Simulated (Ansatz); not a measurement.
Computed with Ansatz on PBE0-D4/def2-TZVP structures; ΔE is electronic, products minus reactants. CBS: MP2 limit from def2 TZ/QZ plus the TZ coupled-cluster correction, frozen cores. Functionals use def2-TZVPP. def2 core potentials past Kr. For Ge, Sn outer-core shells are correlated without core-valence functions, which leaves a few kJ/mol of doubt a bond. Scalar relativity is left out up to krypton. Each species was taken in one conformer, which may not be the lowest.

`[SiH3][SiH2][SnH3]` + `[OH][GeH2][F]` → `[OH][GeH]([F])[SiH3]` + `[SiH3][SnH3]`  (formal exchange of groups at the Si–Si bond)

(1) Is it downhill or uphill in electronic energy at CCSD(T)/CBS, and by how much? (Estimate.)

(2) What do these levels give: r2SCANh-D4, BHLYP-D4, ωB97X-V, PBE0, MP2/def2-QZVPP, HF/CBS(def2)? (Best estimate.)

Largest T1 diagnostic among the species: 0.014.

Results:

(1) Computed: Downhill: ΔE = -3.5 kJ/mol.

(2) Computed: r2SCANh-D4 -2.7, BHLYP-D4 -6.1, ωB97X-V -4.9, PBE0 -2.7, MP2/def2-QZVPP -2.4, HF/CBS(def2) -7.2 kJ/mol.

Leaving LDA and LC-ωPBE aside and taking each functional with its dispersion term where it has one, the values, not all of them listed here, spread over 11.1 kJ/mol, from BLYP-D4 to B97M-V. At CCSD(T), def2-SVP lies +4.0 kJ/mol from the extrapolated value and def2-TZVPP +0.7 kJ/mol. From BLYP to BHLYP (50 % exact exchange), in def2-TZVPP and without D4, ΔE moves by +3.1 kJ/mol.
